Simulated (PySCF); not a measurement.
From one molecule to another.

First species: C7H11NSi.
SMILES: `C#CCC(CC#C)N[SiH3]`

Second species: CH₉NSi₃.
SMILES: `[H]/N=C/[SiH]([SiH3])[SiH3]`

Levels: PBE0/pcSseg-1 for dipole moment, HOMO energy, LUMO energy and HOMO–LUMO gap; GFN2-xTB for rotational constant A and rotational constant C. Geometries: GFN2-xTB. Each species is one conformer at its optimised geometry, gas phase, non-relativistic unless stated; the electronic structure was computed with PySCF and density fitting.

Dipoles, sizes and rotational constants follow the conformer. The torsions of the flexible species, by atom-mapped SMILES:
- `[CH:1]#[C:2][CH2:3][CH:4]([CH2:5][C:6]#[CH:7])[NH:8][SiH3:9]`: C2–C3–C4–C5 62°, C3–C4–C5–C6 63°, C3–C4–N8–Si9 -158°
- `[H]/[N:1]=[CH:2]/[SiH:3]([SiH3:4])[SiH3:5]`: N1–C2–Si3–Si4 -25°

Question: Which has the higher rotational constant A?

Answer: The second: 2.414 GHz against 1.550 GHz, a difference of 0.864 GHz.

Question: Which of the two has the higher rotational constant C, and by how much?

Answer: The second: 1.118 GHz against 0.664 GHz, a difference of 0.454 GHz.

Question: Which of the two has the higher dipole moment, and by how much?

Answer: The second: 1.73 D against 0.31 D, a difference of 1.42 D.

Question: Which has the higher LUMO energy?

Answer: The first: 0.47 eV against -0.92 eV, a difference of 1.39 eV.

Question: Which has the higher HOMO energy?

Answer: The first: -6.87 eV against -7.23 eV, a difference of 0.36 eV.

Question: Which of the two has the higher HOMO–LUMO gap, and by how much?

Answer: The first: 7.34 eV against 6.31 eV, a difference of 1.03 eV.

On the first: The dipole matches unit charges of opposite sign 0.06 Å apart (1 e·Å = 4.8032 D).

On the second: In atomic units the dipole is 0.68 e·bohr (1 au = 2.5417 D).
